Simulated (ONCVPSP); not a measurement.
**Before and after: ONCV potential for titanium (Ti)**

* Element: Ti
* Generator: ONCVPSP 4.0.1
* Type: optimised norm-conserving Vanderbilt (ONCV)
* Functional: PBE
* Relativity: scalar-relativistic
* Frozen core: [Ne]
* Valence charge: 12
* Reference configuration: 3s2 3p6 3d2 4s1.5 (charge +0.5)
* Partial waves: 3s+4s: rc 1.35 bohr, ncon 3, nbas 6, qcut 7.6 1/bohr, 2 projectors; 3p: rc 1.30 bohr, ncon 4, nbas 9, qcut 13.4 1/bohr, 2 projectors, debl 1.5 Ha; 3d: rc 1.65 bohr, ncon 5, nbas 9, qcut 8.8 1/bohr, 1 projector
* Local potential: polynomial inside 1.25 bohr (lpopt 5, dvloc0 0 Ha)
* Core correction: Teter function, fcfact 2.25, rcfact 1.35

In the p channel the program set the typed energies aside and used -1.555, 0.250 Ha.

All-electron outer shells of the reference configuration (PBE, scalar-relativistic, ld1.x):

```json
{"shell": "2p", "level (eV)": "-447.70", "outermost node (bohr)": "–", "outermost maximum (bohr)": "0.22"}
{"shell": "3s", "level (eV)": "-66.09", "outermost node (bohr)": "0.40", "outermost maximum (bohr)": "0.87"}
{"shell": "3p", "level (eV)": "-42.33", "outermost node (bohr)": "0.37", "outermost maximum (bohr)": "0.90"}
{"shell": "3d", "level (eV)": "-7.65", "outermost node (bohr)": "–", "outermost maximum (bohr)": "0.98"}
{"shell": "4s", "level (eV)": "-7.32", "outermost node (bohr)": "1.24", "outermost maximum (bohr)": "2.85"}
```

Change: s: qcut 9; p: qcut 16; d: qcut 10.5.

Cutoffs: the cutoffs (Ha) at which the residual kinetic energy of the hardest occupied pseudo-wave falls to 1 and 0.1 mHa per electron; they do not see the model core or the augmentation charge, which bear on the density cutoff. Errors are all-electron minus pseudo energies relative to the spin-unpolarised reference configuration.

**Question.** Predict the effect on cutoff, ghosts and configuration errors.

**Answer.** The potential gets harder (37 Ha and 49 Ha → 68 Ha and 83 Ha); of the 4 tests that both files solve, the error grows in 0 and shrinks in 1 by more than 15 % and 0.3 meV (median size 0.7 → 0.5 meV); neither file shows a bound ghost.

| quantity | base | changed |
| --- | --- | --- |
| cutoff, loose | 37 Ha | 68 Ha |
| cutoff, tight | 49 Ha | 83 Ha |
| loose cutoff by channel | s 22 Ha, p 37 Ha, d 33 Ha | s 28 Ha, p 68 Ha, d 39 Ha |
| bound ghosts | none | none |
| GHOST(+) flags under 300 eV | none | none |
| error for 3s2 3p6 3d2 4s2, meV [ΔE -2.94 eV] | +0.2 | +0.2 |
| error for 3s2 3p6 3d2 4s1, meV [ΔE 4.41 eV] | -0.2 | -0.2 |
| error for 3s2 3p6 3d2 4s0, meV [ΔE 17.98 eV] | -1.2 | -0.9 |
| error for 3s2 3p6 3d3 4s1, meV [ΔE -1.83 eV] | +1.6 | +0.8 |
| s: phases at 1.37 bohr within 0.05 rad from the reference energy up to (Ha; the scan ends near 5) | to the end of the scan | to the end of the scan |
| p: phases at 1.32 bohr within 0.05 rad from the reference energy up to (Ha; the scan ends near 5) | to the end of the scan | to the end of the scan |
| d: phases at 1.68 bohr within 0.05 rad from the reference energy up to (Ha; the scan ends near 5) | 1.5 | 1.6 |
| rms error of d²Exc/dni dnj with the model core, mHa | 0.88 | 0.84 |
